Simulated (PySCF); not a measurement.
A side-by-side comparison of computed properties.

First species: methyltrichlorosilane, CH3Cl3Si.
Geometry (PBE0-D3(BJ)/def2-SVP, Å), atoms numbered from 1 in this order:
```
atom  x, y, z in Å
C1    -0.9978   -0.3168    0.0912
Si2    0.7534    0.2430   -0.0798
Cl3    1.6709   -0.7253   -1.6387
Cl4    0.8481    2.2629   -0.4367
Cl5    1.8084   -0.1503    1.6358
H6    -1.0352   -1.4127    0.1814
H7    -1.4500    0.1302    0.9889
H8    -1.5798   -0.0122   -0.7912
```

Second species: C5H4F2S.
SMILES: `FC(F)c1ccsc1`

Levels: CAM-B3LYP/def2-SVPD for dipole moment, HOMO energy, LUMO energy, HOMO–LUMO gap, static isotropic polarisability and electronic spatial extent ⟨r²⟩ about the centre of nuclear charge; TDDFT CAM-B3LYP/def2-SVPD for lowest singlet excitation; TDA CAM-B3LYP/def2-SVPD for lowest triplet excitation (Tamm–Dancoff); ΔSCF CAM-B3LYP/def2-SVPD for vertical ionisation energy; PBE0-D3(BJ)/def2-SVP for rotational constant A and rotational constant C. Geometries: PBE0-D3(BJ)/def2-SVP. Each structure is a single optimised conformer of the isolated species, non-relativistic unless stated. Electronic properties by PySCF.

Dipoles, sizes and rotational constants follow the conformer. The torsions of the flexible species, by atom-mapped SMILES:
- `[F:1][CH:2]([F:3])[c:4]1[cH:5][cH:6][s:7][cH:8]1`: F1–C2–C4–C5 49°

```csv
property,column X,column Y
dipole moment,2.17 D,2.12 D
HOMO energy,-8.59 eV,-10.61 eV
LUMO energy,0.22 eV,0.53 eV
HOMO–LUMO gap,8.81 eV,11.14 eV
lowest singlet excitation,5.87 eV,7.79 eV
lowest triplet excitation (Tamm–Dancoff),3.82 eV,7.34 eV
static isotropic polarisability,75.3 au,76.3 au
vertical ionisation energy,9.33 eV,11.57 eV
electronic spatial extent ⟨r²⟩ about the centre of nuclear charge,1156 bohr²,1017 bohr²
rotational constant A,4.086 GHz,1.739 GHz
rotational constant C,0.904 GHz,1.296 GHz
```

Problem. Which column belongs to which species?

Solution. Column X is the second species and column Y the first. The first has 8 atoms and 74 electrons, the second 12 and 68.

Problem. How does each property change from the first species to the second?

Solution. dipole moment +0.05 D; HOMO energy +2.02 eV; LUMO energy -0.31 eV; HOMO–LUMO gap -2.33 eV; lowest singlet excitation -1.92 eV; lowest triplet excitation (Tamm–Dancoff) -3.52 eV; static isotropic polarisability -1.0 au; vertical ionisation energy -2.24 eV; electronic spatial extent ⟨r²⟩ about the centre of nuclear charge +139 bohr²; rotational constant A +2.347 GHz; rotational constant C -0.392 GHz.

On the first: The vertical singlet–triplet gap S1 − T1 is 0.45 eV (TDDFT singlet less Tamm–Dancoff triplet; S1: HOMO→LUMO, weight 0.70; T1: HOMO→LUMO, weight 0.61). The dipole equals about 7.1 × 10⁻³⁰ C·m (1 D = 3.33564 × 10⁻³⁰ C·m).

On the second: A dipole of 2.17 D is allowed in C1, and pure rotational transitions are dipole-allowed. The dipole equals about 7.2 × 10⁻³⁰ C·m (1 D = 3.33564 × 10⁻³⁰ C·m).
